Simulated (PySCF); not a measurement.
**N⁺: excitation energy**

N⁺ [He] 2s2 2p2 (3P) → N⁺ [He] 2s1 2p2 3d1 (high-spin determinant), as a difference of total energies. Calculation: PySCF 2.14, in aug-cc-pVDZ (4s3p2d, 23 functions); the non-relativistic Hamiltonian (point nucleus). Correlated levels: valence: 1s2 frozen. The calculations carry no spin-orbit coupling.

| method | excitation energy (eV) |
| --- | --- |
| UHF | 32.313 |
| LDA | 33.126 |
| PBE | 32.977 |
| PBE0 | 33.172 |
| r2SCAN | 32.924 |
| TPSSh | 33.405 |
| LC-wPBE | 33.629 |
| BHandHLYP | 34.121 |
| M06-L | 32.977 |
| MP2 (valence) | 33.488 |
| SCS-MP2 (valence) | 33.791 |

Problem. How much does correlation contribute at MP2 (valence)?

Solution. 33.488 − (32.313) = 1.175 eV, measured against UHF.

The upper state lies above the first ionisation limit, but in LS coupling its spin forbids autoionisation to the ground ion. A Rydberg-like electron needs more diffuse functions than a valence basis has.

The promoted electron is Rydberg-like, and one or two diffuse shells describe it only roughly, which tends to raise the upper state.

In the upper state the promoted electron has a positive orbital energy at LDA, PBE, r2SCAN, so the basis confines it.

The determinant of the upper state mixes LS terms, which raises its energy above the lowest term, most at the Hartree-Fock and MP2 levels.
